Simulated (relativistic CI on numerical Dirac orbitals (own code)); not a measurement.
One change at a time: Kr XXXII

Base calculation: Dirac-Coulomb-Breit CI, separate exchange-only KLI orbitals for each configuration, model QED (radiative potential, 1s self-energy scaled to tabulated hydrogen-like ionisation energies), unscaled Slater integrals.

Configuration list (outside the closed core 1s2): 2s2 2p, 2s 2p2, 2p3, 2p2 3s, 2p2 3p, 2p2 3d, 2s2 3s, 2s2 3p, 2s2 3d, 2s 2p 3s, 2s 2p 3p, 2s 2p 3d, 2s2 4s, 2s2 4p, 2s2 4d, 2s2 4f, 2s 2p 4s, 2s 2p 4p, 2s 2p 4d, 2s 2p 4f, 2s2 5s, 2s2 5p, 2s2 5d, 2s2 5f, 2s2 5g, 2s 3s2, 2s 3s 3p, 2s 3s 3d, 2s 3p2, 2s 2p 5s, 2s 3p 3d, 2s 2p 5p, 2s 2p 5d, 2p 3s2, 2s 2p 5f, 2s 2p 5g. Levels of other configurations are missing.

Variants: (1) QED terms removed. Shifts of the energy above 2s2 2p 2P°_1/2, in eV, for the lowest level and the first level of each name with at least 55 % of one term (blank where a level changes its place among those of its configuration and J or its character, or is not in the variant):

```
           Level     Base   Δ(1)
  2s2 2p 2P°_1/2     0.00   0.00
  2s2 2p 2P°_3/2    61.02  -0.11
   2s 2p2 4P_1/2    86.42  +1.46
   2s 2p2 4P_3/2   125.36  +1.35
   2s 2p2 4P_5/2   143.03  +1.34
   2s 2p2 2D_3/2   178.01  +1.35
   2s 2p2 2P_1/2   187.51  +1.38
   2s 2p2 2D_5/2   207.47  +1.25
   2s 2p2 2S_1/2   252.51  +1.24
   2s 2p2 2P_3/2   254.11  +1.25
     2p3 2D°_3/2   327.36  +2.76
     2p3 2D°_5/2   339.77  +2.76
     2p3 2P°_1/2   365.13  +2.72
     2p3 2P°_3/2   411.48  +2.61
   2s2 3s 2S_1/2  2098.63  -0.43
  2s2 3p 2P°_1/2  2132.24  +0.03
  2s2 3p 2P°_3/2  2149.36  +0.01
2s 2p 3s 4P°_1/2  2164.54  +1.01
2s 2p 3s 4P°_3/2  2174.99  +0.97
   2s2 3d 2D_3/2  2179.09   0.00
   2s2 3d 2D_5/2  2184.39  -0.02
2s 2p 3s 2P°_1/2  2186.24  +1.00
```

At this charge energies of transitions that change n are usually good to better than 1 %, and those within a shell (Δn = 0) to a few per cent.

Ionisation energy from the two ground configurations alone: base 3755.76 eV. The NIST ASD value (semi-empirical) is 3752 eV.

LS names give the leading component of a level, which can be under half, so a name can repeat, a term be missing and a line seem to break the LS rules.
